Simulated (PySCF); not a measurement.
Fractional electron number in Sc²⁺ (scandium, charge +2)

The 3d alpha orbital of [Ar] 3d1 is emptied in steps (occupation f), with all orbitals relaxed, ending at [Ar]. Calculation: PySCF 2.14, in aug-cc-pVDZ; no relativity, point nucleus. The exact energy is a straight line in f; departures are measured from the line between the end points of the same method.

| f | TPSS (eV) |
| --- | --- |
| 1 | 0.000 |
| 0.9 | -0.617 |
| 0.7 | -1.456 |
| 0.5 | -1.750 |
| 0.3 | -1.482 |
| 0.1 | -0.639 |
| 0 | 0.000 |

```csv
method,E(f=0) − E(f=1) (eV),−ε at f=1 (eV),−ε at f=0.5 (eV)
TPSS,25.747,18.933,25.669
```

Orbital energy along the path (eV):

```
  f     TPSS
  1  -18.933
0.9  -20.226
0.7  -22.899
0.5  -25.669
0.3  -28.515
0.1  -31.411
  0  -32.870
```

Reference removal energy between the ground levels: 24.757 eV (measured; NIST Atomic Spectra Database, ionization energies). The calculation has no spin-orbit coupling.
